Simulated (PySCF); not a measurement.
Input of a run (PBE0-D3(BJ)/def2-SVP geometry optimisation, gas phase (PySCF 2.14.0)), started from a GFN2-xTB structure with every atom displaced at random (by about 0.01 Å):
```
{"job": {"xc": "PBE0", "basis": "def2-SVP", "d3": "d3bj", "grid": 1, "shake": 0.01, "kind": "geom"}, "charge": 0, "multiplicity": 1}
B     -1.525640    -0.444650     0.133010
C     -0.406890     0.605750     0.296110
Si     1.203660    -0.200500    -0.309550
Cl     2.739990     1.160060    -0.089720
H     -2.143840    -0.486370    -0.887240
H     -1.798310    -1.166180     0.987620
H     -0.230050     0.911900     1.333480
H     -0.523100     1.520720    -0.299760
H      1.158820    -0.552060    -1.697210
H      1.575800    -1.369580     0.512200
```

Output (energies in Eh, forces in Eh/bohr):
```
step   0  E = -815.64445895  max force = 0.026581
step   1  E = -815.64829428  max force = 0.006139
step   2  E = -815.64852158  max force = 0.001511
step   3  E = -815.64854321  max force = 0.000656
step   4  E = -815.64854939  max force = 0.000929
step   5  E = -815.64854964  max force = 0.000579
step   6  E = -815.64854894  max force = 0.000362
optimisation converged
```

Problem. Summarise the run.

Solution. The energy falls by 2.6 kcal/mol over 7 energy and gradient evaluations, the largest force component goes from 0.0266 to 3.6e-04 Eh/bohr, and the atoms move by 0.040 Å rms after alignment. The bond that changes most is B1–H6 (three-coordinate boron to B–H hydrogen), which lengthens by 0.059 Å. Bonds longer at the end by more than 0.005 Å: 6 of 9; shorter: 1. Among the angles that change most is H7–C2–H8, from 107.3° to 110.6°. The energy never rose by more than 1e-6 Eh on the way. The first step brought 94 % of the lowering.

Problem. What are the final bond lengths?

Solution. B1–C2 1.544 Å, C2–Si3 1.884 Å, Si3–Cl4 2.074 Å, B1–H5 1.210 Å, B1–H6 1.210 Å, C2–H7 1.103 Å, C2–H8 1.103 Å, Si3–H9 1.489 Å, Si3–H10 1.489 Å. Numbering counts from 1 in the input's order; the species is `BC[SiH2]Cl`.

The run used 94 basis functions and 40 SCF cycles in all. Hardware: an Arm Neoverse V2 with one thread (shared host). Cost: 17 s wall, 0.39 GiB resident at most.

No frequency check. One conformer, not necessarily the lowest.

Conformer computed: `[BH2:1][CH2:2][SiH2:3][Cl:4]`: B1–C2–Si3–Cl4 178°.
